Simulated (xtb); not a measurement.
Be(Me)(OSiH3) (CH6BeOSi), SMILES [CH3][Be][O][SiH3]. All values are semi-empirical tight-binding results from xtb (GFN2-xTB unless named), good for trends rather than for accurate numbers. Geometry: GFN2-xTB. One conformer was computed; it need not be the lowest.

Optimised geometry:

```xyz
10

Be     0.0000     0.0000     1.2358
C      0.0000     0.0000     2.9631
H      0.6626    -0.7427     3.4024
H     -0.9745    -0.2025     3.4024
H      0.3118     0.9452     3.4024
O      0.0000     0.0000    -0.1694
Si     0.0000     0.0000    -1.7826
H     -0.7828    -1.1621    -2.2059
H      1.3978    -0.0969    -2.2059
H     -0.6150     1.2590    -2.2059
```

For metal compounds this method's bond lengths and energies can be far off.

**Question.** Estimate the properties. (Estimate from the structure and the level; the computed values follow.)

**Answer.** 
```yaml
point_group_as_xtb_finds_it: C3
orbital_gap: 5.80 eV
zero_point_energy: 40.5 kcal/mol
G − E(el) at 298.15 K (modified RRHO): 21.6 kcal/mol
```

Computed atomic charges and the Wiberg bond orders between heavy atoms:
charges (e) Be1 0.56, C2 -0.29, H3 0.03, H4 0.03, H5 0.03, O6 -0.53, Si7 0.51, H8 -0.11, H9 -0.11, H10 -0.11. Bond orders Be1–C2 0.99, Be1–O6 1.07, O6–Si7 1.14.
